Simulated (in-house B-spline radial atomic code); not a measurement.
Values are calculated unless marked as measured or tabulated.
## Building a PAW p channel for Hf, r_c = 1.52 bohr

Hf, [Xe] 4f14 5d2 6s2, non-relativistic PBE (a model for so heavy an element), spherical and spin-unpolarised, from an all-electron radial atomic-structure program (B-spline basis) (atomic units; all potentials screened as in the neutral atom).

Two all-electron partial waves φ1, φ2 are integrated outwards at E1 = ε(5p) = -1.240826 and E2 = E1 + 2 hartree; φ1 is the bound orbital and φ2 has unit norm inside r_c = 1.5171 bohr. Smooth partners are polynomials, r^2(a0 + a1 r² + a2 r⁴ + a3 r⁶), matched to φ and three derivatives at r_c, with no condition on the norm. The local potential is -16.4694 + (17.0391) r² + (-7.46493) r⁴ + (1.21646) r⁶ inside 1.2421 bohr and the all-electron one outside.

```json
{"wave": "1", "φ(r_c)": "0.8605357", "φ'(r_c)": "-0.6307357", "a0": "1.820267", "a1": "-1.148123", "a2": "0.2883751", "a3": "-0.02718889"}
{"wave": "2", "φ(r_c)": "0.1202596", "φ'(r_c)": "-3.567207", "a0": "3.706806", "a1": "-3.067628", "a2": "0.8277541", "a3": "-0.0803023"}
```

Inside r_c the overlaps are <φi φj> = [[0.64963, 0.74846], [0.74846, 1.00000]] and, for the smooth waves, [[0.73711, 0.90340], [0.90340, 1.27765]]. With χj = (Ej − T − V_local) applied to smooth wave j, the program's quadrature gives the matrix B_ij = <smooth i, χj> as [[1.40947, 2.70645], [2.39658, 4.68773]].

Problem. Check the match of the first wave, and find the augmentation charges q_ij.

Solution. At r_c the four terms are 4.18951, -6.08198, 3.51595, -0.76297, which sum to 0.8605, φ1(r_c) to rounding. q_ij is the all-electron overlap less the smooth one: [[-0.08748, -0.15493], [-0.15493, -0.27765]]. The smooth first wave has a norm of 0.7371 inside r_c against 0.6496, so q11 is negative and must stay small enough for the overlap operator to be positive.

Problem. B isn't symmetric. Show that D_ij = B_ij + Ej q_ij is.

Solution. Integrating by parts gives B12 − B21 = (E1 − E2) q12: 2.70645 − (2.39658) = 0.30987, and −2 × (-0.15493) = 0.30987. So D12 = 2.70645 + (0.759174)(-0.15493) = 2.58883 and D21 = 2.39658 + (-1.240826)(-0.15493) = 2.58883; D11 = 1.51802, D22 = 4.47695. The projectors, p = (B⁻¹)ᵀ χ, are dual to the smooth waves; det B = 0.12.

Solving (T + V_local + Σ p D p) ψ = E (1 + Σ p q p) ψ in a sphere of 9 bohr gives these levels:

```
all-electron  one projector  two projectors
   -1.240830      -1.240830       -1.240830
   -0.043659      -0.045104       -0.043661
    0.215383       0.212407        0.215381
    0.632257       0.623850        0.632257
    1.204620       1.183070        1.204610
```

Problem. What does the second projector gain?

Solution. With one projector the errors are 0.00, -1.44, -2.98, -8.41, -21.55 millihartree. With two the errors are 0.00, 0.00, 0.00, 0.00, -0.01 millihartree. The scattering is exact at E1 and at E2 = 0.759, and over all levels compared the largest error is 0.01 millihartree. The lowest eigenvalue of the overlap operator is 0.7059 with one and 0.5552 with two projectors. The smooth orbital alone needs a cutoff of 11.3 hartree for 1 millihartree of kinetic energy, against 32 for a norm-conserving Troullier-Martins orbital of the same radius; part of the gain comes from giving up the norm, part from the simpler form.
